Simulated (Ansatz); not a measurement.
Reaction (formal exchange of groups at a C–Sn bond): `C=[CH][SnH2][F]` + `[NH2][GaH][SiH3]` → `C=[CH][Ga]([NH2])[SiH3]` + `[F][SnH3]`

Isolated molecules relaxed with PBE0-D4/def2-TZVP in Ansatz; ΔE leaves out vibrations. CBS: MP2 limit from def2 TZ/QZ plus the TZ coupled-cluster correction, frozen cores. Functionals use def2-TZVPP. B3LYP here is the variant with VWN-RPA as its local correlation; programs differ in this. def2 core potentials past Kr. For Ga, Sn outer-core shells are correlated without core-valence functions, which leaves a few kJ/mol of doubt a bond. Scalar relativity is left out up to krypton. Each species was taken in one conformer, which may not be the lowest.

| level | ΔE (kJ/mol) | difference from CCSD(T)/CBS |
| --- | --- | --- |
| PBE-D4 | -9.7 | -1.5 |
| r2SCAN-D4 | -10.6 | -2.4 |
| PBE0-D4 | -11.0 | -2.8 |
| B3LYP-D4 | -11.0 | -2.8 |
| ωB97X-V | -9.5 | -1.3 |
| ωB97M-V | -9.3 | -1.1 |
| B2PLYP | -9.1 | -0.9 |
| PBE | -7.9 | 0.3 |
| r2SCAN | -9.7 | -1.5 |
| PBE0 | -9.2 | -1.0 |
| B3LYP | -8.4 | -0.2 |
| HF/def2-TZVPP | -10.3 | -2.1 |
| MP2/def2-TZVPP | -10.4 | -2.2 |
| SCS-MP2/def2-TZVPP | -9.9 | -1.7 |
| CCSD/def2-TZVPP | -11.3 | -3.1 |
| CCSD(T)/def2-TZVPP | -11.2 | -3.0 |
| HF/def2-QZVPP | -9.3 | -1.1 |
| MP2/def2-QZVPP | -8.3 | -0.1 |
| SCS-MP2/def2-QZVPP | -7.8 | 0.4 |
| HF/CBS(def2) | -9.1 | -0.9 |
| MP2/CBS(def2) | -7.4 | 0.8 |
| CCSD/CBS(def2) | -8.3 | -0.1 |
| CCSD(T)/CBS | -8.2 | 0 |

Largest T1 diagnostic among the species: 0.015.
